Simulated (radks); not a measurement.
Trend from K2+ to Kr2+: ionisation energy by Delta-SCF between NIST ground configurations, and size. Method: scalar-relativistic Kohn-Sham, LDA (Slater exchange, Perdew-Wang correlation), spin-polarised, spherical densities, finite nucleus; open shells are filled with parallel spins first; Fermi nuclear charge, rms radius of each element as measured or else 0.836 A^(1/3) + 0.57 fm; computed with a radial shooting solver on a logarithmic mesh with Libxc functionals.

[
 {"species": "K2+", "configuration": "[Ne] 3s2 3p5", "IE (eV)": "45.971", "NIST (eV)": "45.803", "kind": "semi-emp.", "-e(HOMO) (eV)": "38.692 (3p)", "outermost": "3p", "<r> outermost (bohr)": "1.36"},
 {"species": "Ca2+", "configuration": "[Ar]", "IE (eV)": "50.999", "NIST (eV)": "50.913", "kind": "exp.", "-e(HOMO) (eV)": "43.121 (3p)", "outermost": "3p", "<r> outermost (bohr)": "1.26"},
 {"species": "Sc2+", "configuration": "[Ar] 3d1", "IE (eV)": "25.297", "NIST (eV)": "24.757", "kind": "exp.", "-e(HOMO) (eV)": "18.492 (3d)", "outermost": "3d", "<r> outermost (bohr)": "1.55"},
 {"species": "Ti2+", "configuration": "[Ar] 3d2", "IE (eV)": "27.776", "NIST (eV)": "27.492", "kind": "exp.", "-e(HOMO) (eV)": "20.598 (3d)", "outermost": "3d", "<r> outermost (bohr)": "1.41"},
 {"species": "V2+", "configuration": "[Ar] 3d3", "IE (eV)": "30.082", "NIST (eV)": "29.311", "kind": "exp.", "-e(HOMO) (eV)": "22.535 (3d)", "outermost": "3d", "<r> outermost (bohr)": "1.30"},
 {"species": "Cr2+", "configuration": "[Ar] 3d4", "IE (eV)": "32.257", "NIST (eV)": "30.96", "kind": "exp.", "-e(HOMO) (eV)": "24.350 (3d)", "outermost": "3d", "<r> outermost (bohr)": "1.21"},
 {"species": "Mn2+", "configuration": "[Ar] 3d5", "IE (eV)": "34.329", "NIST (eV)": "33.67", "kind": "exp.", "-e(HOMO) (eV)": "26.069 (3d)", "outermost": "3d", "<r> outermost (bohr)": "1.13"},
 {"species": "Fe2+", "configuration": "[Ar] 3d6", "IE (eV)": "31.642", "NIST (eV)": "30.65", "kind": "exp.", "-e(HOMO) (eV)": "23.681 (3d)", "outermost": "3d", "<r> outermost (bohr)": "1.11"},
 {"species": "Co2+", "configuration": "[Ar] 3d7", "IE (eV)": "34.051", "NIST (eV)": "33.5", "kind": "semi-emp.", "-e(HOMO) (eV)": "25.708 (3d)", "outermost": "3d", "<r> outermost (bohr)": "1.04"},
 {"species": "Ni2+", "configuration": "[Ar] 3d8", "IE (eV)": "36.334", "NIST (eV)": "35.19", "kind": "exp.", "-e(HOMO) (eV)": "27.627 (3d)", "outermost": "3d", "<r> outermost (bohr)": "0.981"},
 {"species": "Cu2+", "configuration": "[Ar] 3d9", "IE (eV)": "38.516", "NIST (eV)": "36.84", "kind": "exp.", "-e(HOMO) (eV)": "29.461 (3d)", "outermost": "3d", "<r> outermost (bohr)": "0.927"},
 {"species": "Zn2+", "configuration": "[Ar] 3d10", "IE (eV)": "40.616", "NIST (eV)": "39.723", "kind": "exp.", "-e(HOMO) (eV)": "31.226 (3d)", "outermost": "3d", "<r> outermost (bohr)": "0.880"},
 {"species": "Ga2+", "configuration": "[Ar] 3d10 4s1", "IE (eV)": "31.923", "NIST (eV)": "30.726", "kind": "exp.", "-e(HOMO) (eV)": "27.019 (4s)", "outermost": "4s", "<r> outermost (bohr)": "2.06"},
 {"species": "Ge2+", "configuration": "[Ar] 3d10 4s2", "IE (eV)": "34.830", "NIST (eV)": "34.058", "kind": "exp.", "-e(HOMO) (eV)": "29.631 (4s)", "outermost": "4s", "<r> outermost (bohr)": "1.93"},
 {"species": "As2+", "configuration": "[Ar] 3d10 4s2 4p1", "IE (eV)": "28.278", "NIST (eV)": "28.35", "kind": "exp.", "-e(HOMO) (eV)": "23.381 (4p)", "outermost": "4p", "<r> outermost (bohr)": "2.13"},
 {"species": "Se2+", "configuration": "[Ar] 3d10 4s2 4p2", "IE (eV)": "31.793", "NIST (eV)": "31.70", "kind": "exp.", "-e(HOMO) (eV)": "26.456 (4p)", "outermost": "4p", "<r> outermost (bohr)": "1.97"},
 {"species": "Br2+", "configuration": "[Ar] 3d10 4s2 4p3", "IE (eV)": "35.183", "NIST (eV)": "34.87", "kind": "exp.", "-e(HOMO) (eV)": "29.463 (4p)", "outermost": "4p", "<r> outermost (bohr)": "1.84"},
 {"species": "Kr2+", "configuration": "[Ar] 3d10 4s2 4p4", "IE (eV)": "35.873", "NIST (eV)": "35.84", "kind": "exp.", "-e(HOMO) (eV)": "30.170 (4p)", "outermost": "4p", "<r> outermost (bohr)": "1.74"}
]

Reference values: NIST Atomic Spectra Database (exp. = measured, semi-emp. = semi-empirical, theory = theoretical value adopted there). Open shells are spherical and high-spin; term and fine-structure splittings are not resolved.
